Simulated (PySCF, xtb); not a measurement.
C4H4, SMILES C1(C=C1)=C.

Harmonic wavenumbers (cm⁻¹) from xtb with GFN2-xTB at its own minimum, in rising order: 335, 375, 715, 728, 734, 806, 844, 878, 970, 999, 1062, 1427, 1624, 1956, 3098, 3114, 3208, 3229.

### Question
What does B3LYP-D3(BJ)/def2-SVP in PySCF give at its own minimum? (An estimate is asked for; the answer gives what the named calculation found.)

### Answer
361, 438, 702, 714, 771, 844, 852, 927, 1020, 1059, 1118, 1433, 1620, 1854, 3144, 3240, 3243, 3283. Paired by order, the mean absolute difference is 44 cm⁻¹ and the zero-point energies are 37.3 and 38.1 kcal/mol.
